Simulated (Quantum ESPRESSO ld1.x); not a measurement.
Values are calculated unless marked as measured or tabulated.
Question: These are the eigenvalues of the occupied orbitals of an atom or ion with whole-number occupations (hartree). Level of theory: scalar-relativistic Kohn-Sham, LDA (Slater exchange, VWN5 correlation), spin-polarised, spherical densities, point nucleus (ld1.x of Quantum ESPRESSO 7.5).

1s up: -3152.9460
1s down: -3152.9459
2s up: -568.2361
2s down: -568.2306
2p up: -490.0076
2p down: -490.0030
3s up: -141.8108
3s down: -141.8079
3p up: -119.3016
3p down: -119.2985
3d up: -95.9834
3d down: -95.9791
4s up: -37.8729
4s down: -37.8672
4p up: -30.4826
4p down: -30.4768
4d up: -21.8282
4d down: -21.8213
5s up: -12.5036
5s down: -12.4690
4f up: -12.2285
4f down: -12.2197
5p up: -10.2986
5p down: -10.2585
5d up: -7.6325

Which element is it, and in what charge state? The configuration may be excited. Open shells, if any, are filled with parallel spins first.

Answer: Z = 81, thallium, charge +12: Tl12+ in [Xe] 4f14 5d1. The list shows which subshells hold electrons but not how many an open one holds; the 1s level, -3152.9 hartree, gives Z - s = 79.4 by -(Z - s)^2/2, which with screening and relativity narrows Z to a few neighbours, and the depths of the outer levels then fix element, charge and occupations together.
